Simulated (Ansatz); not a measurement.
Ansatz (a quantum-chemistry and plane-wave program) input (B3LYP/6-31G*):

Ansatz 0.2 input:
```yaml
crystal:
  periodic: [false, false, false]
  atoms:
    - {symbol: C, position_ang: [-1.65823647, -1.07402683, -0.08761187]}
    - {symbol: C, position_ang: [-0.70481162, -0.27880481, 0.82493715]}
    - {symbol: B, position_ang: [0.50744277, 0.47341660, 0.01057910]}
    - {symbol: N, position_ang: [0.72170149, 1.82256924, -0.14053661]}
    - {symbol: N, position_ang: [1.42021033, -0.52440755, -0.67394372]}
    - {symbol: H, position_ang: [-2.15666304, -0.40380385, -0.80236929]}
    - {symbol: H, position_ang: [-1.09524295, -1.80228970, -0.68493773]}
    - {symbol: H, position_ang: [-2.45163631, -1.62165728, 0.45366453]}
    - {symbol: H, position_ang: [-1.29174370, 0.45299204, 1.40485151]}
    - {symbol: H, position_ang: [-0.29423428, -0.98333697, 1.57626110]}
    - {symbol: H, position_ang: [-0.04270213, 2.33943724, 0.31562584]}
    - {symbol: H, position_ang: [1.71845303, -1.28359539, -0.05963759]}
    - {symbol: H, position_ang: [2.26146124, -0.03497121, -0.97894333]}
basis:
  gaussian:
    orbitals: 6-31G*
hamiltonian:
  xc: {name: B3LYP}
total_charge: -1
phonons: {temperatures: {t_min: 298.15, t_max: 298.15, t_step: 100}}
```

Output:

```
Functional definition: B3LYP
integrals: 0.05 GiB planned
1090 factors; integrals over basis functions are off by at most 3.5e-4 eV
mean field: 0.35 GiB planned
mean field evaluation 1: about -5853.3875 eV, gradient 6.3e1 eV
mean field evaluation 2: about -5838.4502 eV, gradient 9.8e1 eV
mean field evaluation 4: about -5861.9496 eV, gradient 5.4e0 eV
mean field evaluation 8: about -5862.0227 eV, gradient 8.2e-2 eV
mean field evaluation 16: about -5862.0228 eV, gradient 5.3e-5 eV
mean field -5862.02275961 eV, -215.4253629938 hartree, gradient 5.3e-5 eV, S^2 0.000000; 0 other end points of the search recorded, 0 dependent functions left out
the calculation of the forces begins
reference -5862.02297987 eV, -215.4253710882 hartree; 20, 20 occupied and 71, 71 virtual orbitals, 1090 factors
these checks for a lower state are left out or cut short: stability, starts, cluster_reference, orbital_swaps, neighbouring_geometries, increment
integrals: 0.05 GiB planned
1090 factors; integrals over basis functions are off by at most 3.5e-4 eV
mean field: 0.35 GiB planned
mean field -5862.02260530 eV, -215.4253573232 hartree, gradient 1.6e-6 eV, S^2 0.000000; 0 other end points of the search recorded, 0 dependent functions left out
the calculation of the forces begins
reference -5862.02282562 eV, -215.4253654197 hartree; 20, 20 occupied and 71, 71 virtual orbitals, 1090 factors
these checks for a lower state are left out or cut short: stability, starts, cluster_reference, orbital_swaps, neighbouring_geometries, increment
integrals: 0.05 GiB planned
1090 factors; integrals over basis functions are off by at most 3.5e-4 eV
mean field: 0.35 GiB planned
mean field -5862.02260385 eV, -215.4253572700 hartree, gradient 1.5e-6 eV, S^2 0.000000; 0 other end points of the search recorded, 0 dependent functions left out
the calculation of the forces begins
reference -5862.02282406 eV, -215.4253653623 hartree; 20, 20 occupied and 71, 71 virtual orbitals, 1090 factors
these checks for a lower state are left out or cut short: stability, starts, cluster_reference, orbital_swaps, neighbouring_geometries, increment
integrals: 0.05 GiB planned
1090 factors; integrals over basis functions are off by at most 3.5e-4 eV
mean field: 0.35 GiB planned
mean field evaluation 32: about -5862.0226 eV, gradient 7.5e-5 eV
mean field -5862.02260093 eV, -215.4253571626 hartree, gradient 1.4e-6 eV, S^2 0.000000; 0 other end points of the search recorded, 0 dependent functions left out
the calculation of the forces begins
reference -5862.02282123 eV, -215.4253652584 hartree; 20, 20 occupied and 71, 71 virtual orbitals, 1090 factors
these checks for a lower state are left out or cut short: stability, starts, cluster_reference, orbital_swaps, neighbouring_geometries, increment
integrals: 0.05 GiB planned
1090 factors; integrals over basis functions are off by at most 3.5e-4 eV
mean field: 0.35 GiB planned
mean field -5862.02259870 eV, -215.4253570806 hartree, gradient 1.5e-6 eV, S^2 0.000000; 0 other end points of the search recorded, 0 dependent functions left out
the calculation of the forces begins
reference -5862.02281892 eV, -215.4253651736 hartree; 20, 20 occupied and 71, 71 virtual orbitals, 1090 factors
these checks for a lower state are left out or cut short: stability, starts, cluster_reference, orbital_swaps, neighbouring_geometries, increment
integrals: 0.05 GiB planned
1090 factors; integrals over basis functions are off by at most 3.5e-4 eV
mean field: 0.35 GiB planned
mean field -5862.02260289 eV, -215.4253572346 hartree, gradient 1.7e-6 eV, S^2 0.000000; 0 other end points of the search recorded, 0 dependent functions left out
the calculation of the forces begins
reference -5862.02282319 eV, -215.4253653305 hartree; 20, 20 occupied and 71, 71 virtual orbitals, 1090 factors
these checks for a lower state are left out or cut short: stability, starts, cluster_reference, orbital_swaps, neighbouring_geometries, increment
integrals: 0.05 GiB planned
1090 factors; integrals over basis functions are off by at most 3.5e-4 eV
mean field: 0.35 GiB planned
mean field -5862.02260343 eV, -215.4253572546 hartree, gradient 7.9e-7 eV, S^2 0.000000; 0 other end points of the search recorded, 0 dependent functions left out
the calculation of the forces begins
reference -5862.02282366 eV, -215.4253653476 hartree; 20, 20 occupied and 71, 71 virtual orbitals, 1090 factors
these checks for a lower state are left out or cut short: stability, starts, cluster_reference, orbital_swaps, neighbouring_geometries, increment
integrals: 0.05 GiB planned
1090 factors; integrals over basis functions are off by at most 3.5e-4 eV
mean field: 0.35 GiB planned
mean field -5862.02262895 eV, -215.4253581922 hartree, gradient 2.1e-6 eV, S^2 0.000000; 0 other end points of the search recorded, 0 dependent functions left out
[...]
mean field: 0.35 GiB planned
mean field evaluation 416: about -5862.0227 eV, gradient 2.2e-5 eV
mean field -5862.02273574 eV, -215.4253621166 hartree, gradient 1.1e-6 eV, S^2 0.000000; 0 other end points of the search recorded, 0 dependent functions left out
the calculation of the forces begins
reference -5862.02295603 eV, -215.4253702121 hartree; 20, 20 occupied and 71, 71 virtual orbitals, 1090 factors
these checks for a lower state are left out or cut short: stability, starts, cluster_reference, orbital_swaps, neighbouring_geometries, increment
integrals: 0.05 GiB planned
1090 factors; integrals over basis functions are off by at most 3.5e-4 eV
mean field: 0.35 GiB planned
mean field -5862.02273624 eV, -215.4253621352 hartree, gradient 1.8e-6 eV, S^2 0.000000; 0 other end points of the search recorded, 0 dependent functions left out
the calculation of the forces begins
reference -5862.02295647 eV, -215.4253702286 hartree; 20, 20 occupied and 71, 71 virtual orbitals, 1090 factors
these checks for a lower state are left out or cut short: stability, starts, cluster_reference, orbital_swaps, neighbouring_geometries, increment
integrals: 0.05 GiB planned
1090 factors; integrals over basis functions are off by at most 3.5e-4 eV
mean field: 0.35 GiB planned
mean field -5862.02268287 eV, -215.4253601737 hartree, gradient 1.6e-6 eV, S^2 0.000000; 0 other end points of the search recorded, 0 dependent functions left out
the calculation of the forces begins
reference -5862.02290309 eV, -215.4253682667 hartree; 20, 20 occupied and 71, 71 virtual orbitals, 1090 factors
these checks for a lower state are left out or cut short: stability, starts, cluster_reference, orbital_swaps, neighbouring_geometries, increment
integrals: 0.05 GiB planned
1090 factors; integrals over basis functions are off by at most 3.5e-4 eV
mean field: 0.35 GiB planned
mean field -5862.02268211 eV, -215.4253601460 hartree, gradient 1.4e-6 eV, S^2 0.000000; 0 other end points of the search recorded, 0 dependent functions left out
the calculation of the forces begins
reference -5862.02290241 eV, -215.4253682418 hartree; 20, 20 occupied and 71, 71 virtual orbitals, 1090 factors
these checks for a lower state are left out or cut short: stability, starts, cluster_reference, orbital_swaps, neighbouring_geometries, increment
integrals: 0.05 GiB planned
1090 factors; integrals over basis functions are off by at most 3.5e-4 eV
mean field: 0.35 GiB planned
mean field -5862.02271037 eV, -215.4253611843 hartree, gradient 2.4e-6 eV, S^2 0.000000; 0 other end points of the search recorded, 0 dependent functions left out
the calculation of the forces begins
reference -5862.02293066 eV, -215.4253692799 hartree; 20, 20 occupied and 71, 71 virtual orbitals, 1090 factors
these checks for a lower state are left out or cut short: stability, starts, cluster_reference, orbital_swaps, neighbouring_geometries, increment
integrals: 0.05 GiB planned
1090 factors; integrals over basis functions are off by at most 3.5e-4 eV
mean field: 0.35 GiB planned
mean field evaluation 448: about -5862.0227 eV, gradient 1.2e-6 eV
mean field -5862.02270929 eV, -215.4253611446 hartree, gradient 1.2e-6 eV, S^2 0.000000; 0 other end points of the search recorded, 0 dependent functions left out
the calculation of the forces begins
reference -5862.02292952 eV, -215.4253692379 hartree; 20, 20 occupied and 71, 71 virtual orbitals, 1090 factors
these checks for a lower state are left out or cut short: stability, starts, cluster_reference, orbital_swaps, neighbouring_geometries, increment
integrals: 0.05 GiB planned
1090 factors; integrals over basis functions are off by at most 3.5e-4 eV
mean field: 0.35 GiB planned
mean field -5862.02266685 eV, -215.4253595849 hartree, gradient 1.3e-6 eV, S^2 0.000000; 0 other end points of the search recorded, 0 dependent functions left out
the calculation of the forces begins
reference -5862.02288713 eV, -215.4253676802 hartree; 20, 20 occupied and 71, 71 virtual orbitals, 1090 factors
these checks for a lower state are left out or cut short: stability, starts, cluster_reference, orbital_swaps, neighbouring_geometries, increment
integrals: 0.05 GiB planned
1090 factors; integrals over basis functions are off by at most 3.5e-4 eV
mean field: 0.35 GiB planned
mean field -5862.02266652 eV, -215.4253595729 hartree, gradient 2.0e-6 eV, S^2 0.000000; 0 other end points of the search recorded, 0 dependent functions left out
the calculation of the forces begins
reference -5862.02288676 eV, -215.4253676664 hartree; 20, 20 occupied and 71, 71 virtual orbitals, 1090 factors
these checks for a lower state are left out or cut short: stability, starts, cluster_reference, orbital_swaps, neighbouring_geometries, increment
integrals: 0.05 GiB planned
1090 factors; integrals over basis functions are off by at most 3.5e-4 eV
mean field: 0.35 GiB planned
mean field -5862.02271759 eV, -215.4253614496 hartree, gradient 1.8e-6 eV, S^2 0.000000; 0 other end points of the search recorded, 0 dependent functions left out
the calculation of the forces begins
reference -5862.02293786 eV, -215.4253695444 hartree; 20, 20 occupied and 71, 71 virtual orbitals, 1090 factors
these checks for a lower state are left out or cut short: stability, starts, cluster_reference, orbital_swaps, neighbouring_geometries, increment
integrals: 0.05 GiB planned
1090 factors; integrals over basis functions are off by at most 3.5e-4 eV
mean field: 0.35 GiB planned
mean field -5862.02271821 eV, -215.4253614726 hartree, gradient 2.4e-6 eV, S^2 0.000000; 0 other end points of the search recorded, 0 dependent functions left out
the calculation of the forces begins
reference -5862.02293846 eV, -215.4253695665 hartree; 20, 20 occupied and 71, 71 virtual orbitals, 1090 factors
these checks for a lower state are left out or cut short: stability, starts, cluster_reference, orbital_swaps, neighbouring_geometries, increment
integrals: 0.05 GiB planned
1090 factors; integrals over basis functions are off by at most 3.5e-4 eV
mean field: 0.35 GiB planned
mean field -5862.02273991 eV, -215.4253622702 hartree, gradient 2.9e-6 eV, S^2 0.000000; 0 other end points of the search recorded, 0 dependent functions left out
the calculation of the forces begins
reference -5862.02296017 eV, -215.4253703643 hartree; 20, 20 occupied and 71, 71 virtual orbitals, 1090 factors
these checks for a lower state are left out or cut short: stability, starts, cluster_reference, orbital_swaps, neighbouring_geometries, increment
integrals: 0.05 GiB planned
1090 factors; integrals over basis functions are off by at most 3.5e-4 eV
mean field: 0.35 GiB planned
mean field evaluation 480: about -5862.0227 eV, gradient 6.8e-2 eV
mean field -5862.02273969 eV, -215.4253622620 hartree, gradient 2.4e-6 eV, S^2 0.000000; 0 other end points of the search recorded, 0 dependent functions left out
the calculation of the forces begins
reference -5862.02295996 eV, -215.4253703567 hartree; 20, 20 occupied and 71, 71 virtual orbitals, 1090 factors
Total energy: -5862.02297987 eV, -215.4253710882 hartree
Atom 0 at    -1.658236    -1.074027    -0.087612 Å, force     0.000285     0.000450    -0.000129 eV/Å
Atom 1 at    -0.704812    -0.278805     0.824937 Å, force    -0.000398    -0.000256     0.000135 eV/Å
Atom 2 at     0.507443     0.473417     0.010579 Å, force     0.000188     0.000114     0.000027 eV/Å
Atom 3 at     0.721701     1.822569    -0.140537 Å, force    -0.000115     0.000128     0.000178 eV/Å
Atom 4 at     1.420210    -0.524408    -0.673944 Å, force     0.000063    -0.000077    -0.000355 eV/Å
Atom 5 at    -2.156663    -0.403804    -0.802369 Å, force     0.000183    -0.000249     0.000305 eV/Å
Atom 6 at    -1.095243    -1.802290    -0.684938 Å, force    -0.000062     0.000071     0.000101 eV/Å
Atom 7 at    -2.451636    -1.621657     0.453665 Å, force    -0.000111    -0.000067     0.000031 eV/Å
Atom 8 at    -1.291744     0.452992     1.404852 Å, force     0.000246    -0.000209    -0.000185 eV/Å
Atom 9 at    -0.294234    -0.983337     1.576261 Å, force    -0.000191     0.000194    -0.000236 eV/Å
Atom 10 at    -0.042702     2.339437     0.315626 Å, force     0.000072    -0.000209    -0.000090 eV/Å
Atom 11 at     1.718453    -1.283595    -0.059638 Å, force    -0.000084     0.000232     0.000196 eV/Å
Atom 12 at     2.261461    -0.034971    -0.978943 Å, force    -0.000075    -0.000121     0.000022 eV/Å
Dipole moment:    -0.428262    -0.821557     0.315349 e Å
Vibrations: 50.10 200.16 218.06 317.22 367.52 416.99 538.69 650.71 701.01 744.40 776.75 891.09 953.20 975.03 1022.75 1043.94 1183.30 1275.26 1287.74 1414.54 1483.56 1498.41 1524.71 1536.97 1632.59 2913.53 2954.99 2989.96 3042.68 3085.16 3333.27 3418.55 3517.79 cm⁻¹, zero-point energy 2.973180 eV
```

The blocks after the first are displaced geometries, from whose forces the wavenumbers follow.

The dipole moment of an ion depends on the origin.
